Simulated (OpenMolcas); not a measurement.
# Te2+: Slater's ratio, worked from levels

```
Program             : OpenMolcas 26.06
Basis               : ANO-RCC-VTZP [7s6p4d2f1g]
Scalar Hamiltonian  : DKH2, point nucleus
Active space        : 4 electrons in 8 orbitals (5s 5p 6s 6p)
State averaging     : 2S+1 = 3 even, 3 roots; 2S+1 = 1 even, 12 roots; 2S+1 = 5 odd, 1 root; 2S+1 = 3 odd, 9 roots; 2S+1 = 1 odd, 8 roots
Spin-orbit coupling : state interaction with AMFI integrals over the reference wave functions, term energies averaged over their components
```

Methods: CASSCF; MS-CASPT2, IPEA 0.25 Eh, imaginary shift 0.1 Eh (closed shells correlated: 4d). Measured levels: the list in Zhang, Palmeri, Quinet and Biemont, Astron. Astrophys. 551, A136 (2013).

**Slater's ratio.** With one set of orbitals, p2 has 1D - 3P = 6 F2 and 1S - 1D = 9 F2 (F2 = F²/25), a ratio of 3/2. Term energies are centres of gravity, weighted by 2J + 1.

```tsv
Source	1D - 3P	1S - 3P	F2 from the first	Ratio
CASSCF	12736	23231	2123	0.824
MS-CASPT2	10847	24698	1808	1.277
measured	11237	24275	1873	1.160
```

Energies in cm-1. A ratio away from 3/2 shows effects beyond one configuration with one set of orbitals, and in heavier atoms second-order spin-orbit shifts. In CASSCF the valence s occupation is 1.92 in 1S against 1.98 in 1D: mixing out of s² acts most on 1S and pulls it down.

CASPT2 breaks the degeneracy within a term, and the mean is taken; among the terms shown or strongly mixed into the levels shown the widest spread is 74 cm-1 (5s2 5p2 1D, MS-CASPT2). Over all roots computed the reference weight is 0.80 to 0.94 in MS-CASPT2; the roots of lowest weight are the least certain, and an intruder state may touch them. Active for correlation alone: 6p 6s; no level in the range computed is led by a configuration that fills them, so any true level of that kind is missing. Some terms miss by over 15 % even with CASPT2, which points to a basis or an active space too small for the shells correlated (holds for MS-CASPT2). Computed and measured levels are paired by configuration, term and J; levels that our copy of the source lacks, or whose pairing is in doubt (as where it misses far off the trend of its configuration), stay unpaired and out of the deviations. Levels of configurations outside the active space are missing.
